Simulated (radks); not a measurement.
Question: Species: Au4+. Configuration: [Xe] 4f14 5d7 (the NIST ground configuration). Method: Dirac Kohn-Sham, PBEsol, spin-unpolarised, spherical densities, finite nucleus; open shells fill j = l - 1/2 first; Fermi nuclear charge, rms radius 5.4371 fm; computed with a radial shooting solver on a logarithmic mesh with Libxc functionals. Some entries of the table are withheld. Estimate them.

orbital  occ.  eigenvalue (eV)  r(max) (bohr)
1s1/2       2        -80634.01        0.01042
2s1/2       2        -14260.51        0.06041
2p1/2       2        -13682.76            (1)
2p3/2       4        -11848.31            (2)
3s1/2       2        -3405.521         0.1700
3p1/2       2        -3144.563         0.1586
3p3/2       4        -2739.793         0.1736
3d3/2       4        -2304.441         0.1352
3d5/2       6        -2217.404         0.1393
4s1/2       2        -779.8304         0.3833
4p1/2       2        -668.3612            (3)
4p3/2       4        -571.1872            (4)
4d3/2       4        -388.3052         0.4052
4d5/2       6        -370.2022         0.4147
5s1/2       2        -159.8868         0.8476
4f5/2       6        -135.5549         0.3730
4f7/2       8        -131.7359         0.3776
5p1/2       2        -123.3428         0.8942
5p3/2       4        -106.2986         0.9723
5d3/2       4         -55.9910          1.153
5d5/2       3         -53.9931          1.185

Answer: 
(1) 2p1/2 r(max) (bohr): 0.04447
(2) 2p3/2 r(max) (bohr): 0.05184
(3) 4p1/2 r(max) (bohr): 0.3814
(4) 4p3/2 r(max) (bohr): 0.4123
